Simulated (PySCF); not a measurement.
C3H11NOSi2.
Atom-mapped SMILES: `[NH2:1][CH2:2][Si@H:3]1[CH2:4][CH2:5][SiH2:6][O:7]1`

Geometry (GFN2-xTB, Å), atoms numbered from 1 in this order:
```
atom  x, y, z in Å
N1    -2.9597    0.5600   -0.0598
C2    -1.9888   -0.5005   -0.3357
Si3   -0.4162   -0.3970    0.7456
C4     1.1386   -1.2827    0.0853
C5     1.9729   -0.2485   -0.6898
Si6    1.6045    1.4723    0.0482
O7     0.1255    1.1544    0.6813
H8    -3.2507    0.5127    0.9116
H9    -2.5075    1.4607   -0.1851
H10   -2.4997   -1.4536   -0.1886
H11   -1.7455   -0.4356   -1.3998
H12   -0.7027   -0.6336    2.1626
H13    0.9335   -2.1562   -0.5328
H14    1.7157   -1.6388    0.9395
H15    1.6653   -0.2568   -1.7377
H16    3.0287   -0.5188   -0.6802
H17    2.4774    1.8399    1.1593
H18    1.3998    2.5284   -0.9355
```

Probes without a nucleus sit at each ring's centroid and 1 Å off its mean plane on both sides; NICS is minus the shielding there, NICSzz its component along the normal. Level: GIAO PBE0/pcSseg-1 (PySCF, non-relativistic, gas phase) on the GFN2-xTB geometry, one conformer.

Ring bond lengths (Å), with Mayer bond orders in brackets: Si3–C4 1.907 (0.87), C4–C5 1.538 (1.02), C5–Si6 1.908 (0.91), Si6–O7 1.640 (0.94), O7–Si3 1.644 (0.91).

Task: What do the NICS probes read (ppm)?

Result: 
| ring | type | NICS(0) | NICS(1), two faces | NICS(1)zz, two faces | rms pucker (Å) | centre to ring atoms, mean (Å) |
| --- | --- | --- | --- | --- | --- | --- |
| Si3–C4–C5–Si6–O7 | 5-membered ring with O and 2 Si; formal bonds all single | -5.1 | -2.7 / -3.0 | -3.1 / -2.6 | 0.13 | 1.46 |

Task: What can be read from them?

Result: 
- Si3–C4–C5–Si6–O7: mean NICS(1)zz -2.8 ppm, near zero. Si3, C4, C5, Si6 have four or more neighbours; no verdict on aromaticity is drawn.

Task: At the first NICS(1) probe listed for ring Si3–C4–C5–Si6–O7, 1 Å off the ring, how large is the induced field along the normal in 14.1 T applied along it?

Result: NICSzz × B0 = -3.1 ppm × 14.1 T = -44 μT, against the applied field.

Task: Give the inner angles of the rings and the Hirshfeld charges of the ring atoms.

Result: 
- Si3–C4–C5–Si6–O7: Si3 99.0° (+0.409 e), C4 107.7° (-0.164 e), C5 107.9° (-0.163 e), Si6 98.5° (+0.406 e), O7 119.7° (-0.319 e); sum 532.8° against 540° for a flat convex ring.
